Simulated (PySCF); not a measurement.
## Electronic structure of As¹⁷⁺ (arsenic, charge +17) at the UHF level

Configuration: [Ne] 3s2 3p4, high-spin 3P determinant. Calculation: PySCF 2.14, in an uncontracted even-tempered set (19 s from 1.2 bohr⁻², ratio 2.5; 12 p from 1.6 bohr⁻², ratio 2.5; 5 d from 9.5 bohr⁻², ratio 2.7; 4 f from 14 bohr⁻², ratio 2.7); scalar relativity by spin-free X2C-1e.

```json
{"Total energy": "-2105.780173 hartree", "One-electron energy": "-2528.2769 hartree", "Hartree (Coulomb) energy": "485.9731 hartree", "Exchange energy": "-63.4764 hartree", "⟨S²⟩": "2.0019", "⟨L²⟩": "2.006", "Sum of ⟨r⟩": "4.634 bohr", "Sum of ⟨r²⟩": "2.152 bohr²", "Traceless quadrupole moment −½Σ⟨3z² − r²⟩ along its main axis": "-0.122 e·bohr²"}
```

```tsv
shell	electrons	mean orbital energy (hartree)	spread (hartree)	rms radius, mean of both spins (bohr)
1s α	1	-462.59775	0	0.0524
1s β	1	-462.43408	0	0.0524
2s α	1	-81.00723	0	0.217
2s β	1	-80.89166	0	0.217
2p α	3	-73.82635	0.13004	0.193
2p β	3	-73.60961	0.10261	0.193
3s α	1	-27.54145	0	0.555
3s β	1	-26.77627	0	0.555
3p α	3	-25.01755	0.23241	0.551
3p β	1	-24.67447	0	0.551
```

Spin-orbit coupling is strong in this species (close to jj coupling), so the high-spin LS determinant is a model state, not a physical level.

Densities and radii are taken from the X2C orbitals without a picture-change correction, which distorts them close to the nucleus.

Spin-orbit constants ζ (cm⁻¹) from the X2C one-electron operator on these orbitals: bare nucleus, nucleus screened by l(l+1)(2l+1)/3 electrons, and screened by the Breit-Pauli mean field of the electrons.

```csv
shell,bare,screened nucleus,mean field
2p,206900,194400,188800
3p,41040,38560,37430
```

To first order the Landé constant is A = -18720 cm⁻¹, so the lowest level has J = 2 and lies 2.32 eV below the centre of the term. This holds in LS coupling only, and this species is close to jj coupling.
